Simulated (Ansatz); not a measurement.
Consider the redistribution: `[F][Hf]([F])([Cl])[Cl]` + `[Br][Zr]([Br])([Br])[Br]` → `[F][Hf]([F])([Cl])[Br]` + `[Cl][Zr]([Br])([Br])[Br]`.

Isolated molecules relaxed with PBE0-D4/def2-TZVP in Ansatz; ΔE leaves out vibrations. CCSD(T)/CBS is the MP2 limit (def2-TZVPP, def2-QZVPP) plus CCSD(T) − MP2 in def2-TZVPP, frozen cores. DFT in def2-TZVPP. Elements past krypton have def2 core potentials. For Br, Hf, Zr outer-core shells are correlated without core-valence functions, which leaves a few kJ/mol of doubt a bond. Scalar relativity is left out up to krypton.

| level | ΔE (eV) |
| --- | --- |
| LDA (SPW92) | 0.01 |
| SCS-MP2/def2-QZVPP | 0.04 |

Problem. What does CCSD(T)/CBS give? (Estimate.)

Solution. Ansatz gave: +0.03 eV. The listed levels differ from it by -0.02, 0.01 eV.

Largest T1 diagnostic among the species: 0.015.

Leaving LDA and LC-ωPBE aside and taking each functional with its dispersion term where it has one, the values, not all of them listed here, spread over 0.02 eV, from ωB97X-V to PBE-QIDH. In def2-TZVPP, CCSD(T) changes the Hartree–Fock value by +0.03 eV (the triples alone add +0.01 eV) and MP2 by +0.05 eV.
